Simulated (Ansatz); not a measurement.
System: ReF$_{2}$ (charge 0, quartet). The spin state was set by rule; other spins were not relaxed. 
Geometry from a B3LYP-D3(BJ)/def2-TZVP (Ansatz, a quantum-chemistry and plane-wave program) optimisation:
```
Re
F 1 1.8569
F 1 1.8569 2 180.00
```
Charge 0, spin multiplicity 4.

Basis-set convergence of Hartree-Fock and CCSD correlation energies (hartree) with Ansatz. Cores are frozen in the correlated levels unless marked. Open shells are spin-unrestricted. Spin-orbit coupling is left out. The frozen core is the preceding noble-gas configuration, with the filled d and f shells of earlier blocks. Past Kr the def2 sets carry scalar-relativistic core potentials. The program attaches cautions to a run behind CCSD/def2-SVPD: other amplitudes.

The UHF reference is spin-contaminated (<S^2> 0.64 over the pure value in the largest basis). 

```tsv
basis	functions	E(HF)	E(corr, CCSD)
def2-SVPD	81	-276.29063	-0.53450
def2-TZVPPD	139	…	…
```

### Question
What belongs in the gaps?

### Answer

- def2-TZVPPD, E(HF): -276.54639
- def2-TZVPPD, E(corr, CCSD): -0.67636
